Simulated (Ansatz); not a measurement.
Isolated molecules relaxed with PBE0-D4/def2-TZVP in Ansatz; ΔE leaves out vibrations. CCSD(T)/CBS adds triple-zeta CCSD(T) − MP2 to the extrapolated MP2 energy (def2 sets, frozen cores). Functionals use def2-TZVPP. For Mg outer-core shells are correlated without core-valence functions, which leaves a few kJ/mol of doubt a bond. One conformer a species, not always the lowest.

Reaction (substitution at a C–C bond): `C[CH2][Mg][CH3]` + `NC([SiH3])S` → `CNC([SiH3])S` + `[CH3][Mg][CH3]`

`C[CH2][Mg][CH3]`:

```xyz
12

C     0.852   -1.805   -0.976
C     1.042   -0.286   -0.925
Mg   -0.266    0.775    0.335
C    -1.570    1.821    1.588
H    -0.149   -2.083   -1.321
H     1.563   -2.299   -1.650
H     0.983   -2.268    0.007
H     2.072   -0.057   -0.622
H     0.952    0.127   -1.938
H    -1.689    1.326    2.558
H    -2.571    1.911    1.152
H    -1.218    2.838    1.790
```

`NC([SiH3])S`:

```xyz
11

N     1.426    0.534   -0.097
C     0.383   -0.390    0.302
Si   -1.319    0.428    0.197
S     0.382   -1.867   -0.749
H     1.467    1.329    0.530
H     2.332    0.079   -0.099
H     0.507   -0.827    1.306
H    -2.335   -0.459    0.815
H    -1.647    0.680   -1.229
H    -1.301    1.729    0.927
H     0.103   -1.235   -1.903
```

`CNC([SiH3])S`:

Cartesian coordinates in Å:
```
C 1.445 -1.140 0.485
N 0.466 -0.192 0.977
C -0.723 -0.113 0.149
Si -0.469 0.974 -1.383
S -2.125 0.557 1.074
H 1.044 -2.157 0.345
H 2.280 -1.192 1.186
H 1.843 -0.805 -0.476
H 0.188 -0.429 1.922
H -1.097 -1.105 -0.164
H -1.641 0.828 -2.284
H -0.339 2.383 -0.931
H 0.759 0.594 -2.135
H -1.630 1.797 1.234
```

`[CH3][Mg][CH3]`:

Cartesian coordinates in Å:
```
C -0.622 -1.934 0.482
Mg 0.003 -0.001 -0.002
C 0.623 1.934 -0.483
H 0.083 -2.694 0.129
H -1.595 -2.172 0.039
H -0.723 -2.072 1.564
H 1.511 1.933 -1.123
H -0.155 2.491 -1.017
H 0.875 2.516 0.410
```

| level | ΔE (kcal/mol) |
| --- | --- |
| PBE0-D4 | 0.5 |
| HF/def2-QZVPP | 1.3 |

Problem. What does CCSD(T)/CBS give? (An estimate is asked.)

Solution. Ansatz gave: +0.7 kcal/mol. The listed levels differ from it by -0.2, 0.6 kcal/mol.

Largest T1 diagnostic among the species: 0.011.

The D4 term adds −1.0 kcal/mol with B3LYP and −0.6 kcal/mol with PBE0; it sums over pairs of atoms, weighted by their polarisabilities, and B3LYP, whose exchange is more repulsive, gets the larger term. In def2-TZVPP, CCSD(T) changes the Hartree–Fock value by −0.8 kcal/mol (the triples alone add −0.3 kcal/mol) and MP2 by −0.8 kcal/mol.

B3LYP here is the variant with VWN-RPA as its local correlation; programs differ in this.
